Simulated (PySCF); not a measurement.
## Structure from NMR data

An unknown has the formula C₅H₁₀N₂Si. Its calculated NMR data are:

1H NMR (300 MHz, computed): δ 7.13 (m, 1H), 6.73 (m, 1H), 5.06 (s, 3H), 2.75 (q, 2H), 1.26 (t, 3H).

13C{1H} NMR (computed): δ 156.4 (C), 144.5 (CH), 120.0 (CH), 26.8 (CH2), 20.4 (CH3).

- GIAO PBE0/pcSseg-1 shieldings
- GFN2-xTB structure
- run in PySCF 2.14.0 with density-fitted response routines
- no solvent, single conformer, non-relativistic Hamiltonian, fast rotation and ring inversion assumed for equivalent nuclei

Chemical shifts δ = σref − σ; TMS for 1H, 13C, all at this level.

Problem. What is the structure?

Solution. 
- Rings plus π bonds: 3 (1 ring in the answer).
- 5 carbon signals for 5 carbons: no two carbons are equivalent.
- Carbon types of the structure: 1 × C, 2 × CH, 1 × CH2, 1 × CH3, leaving 3 H on heteroatoms.
- δC 156.4: substituted aromatic carbon next to a ring nitrogen.
- δC 144.5: aromatic CH between two ring heteroatoms.
- δC 120.0: aromatic CH next to a ring nitrogen.
- δC 26.8: sp3 CH2 on an aromatic ring; saturated and bonded to C and H only.
- δC 20.4: methyl carbon; saturated and bonded to C and H only.
- δH 6.73: hydrogen on an aromatic CH next to a ring nitrogen; ring-current deshielding.
- δH 2.75: hydrogen on an sp3 CH2 on an aromatic ring; benzylic-type position, deshielded by the ring.

The compound is SMILES c1n([SiH3])cc(CC)n1.

This is the structure that produced the data.

Shifts are as computed. Against solution values, carbons near 30 ppm lie about +3 ppm off and those near 130 ppm about +5 ppm. Of 1211 compounds with measured shifts, 218 miss one by over three times the rms of a fit or turn the order of signals round; such compounds aren't used in these exercises. No couplings were computed; multiplicities are counted from neighbouring protons, with m where these are inequivalent, close in shift, in a saturated or five-membered ring or joined by F or P, and br s for small geminal =CH2 splittings.
